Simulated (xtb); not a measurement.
Harmonic IR lines of one isomer of C$_{4}$H$_{4}$, unscaled. These are GFN2-xTB (xtb 6.7.1) values and carry that method's errors.

```csv
wavenumber (cm⁻¹),relative intensity
678,55
1014,3.9
1164,10
3134,55
3147,100
```

Which structure gives these lines?
(A) `C1=CC=C1`
(B) `C#CC=C`
(C) `C=C1C=C1`
(D) `C=C=C=C`

A, `C1=CC=C1`
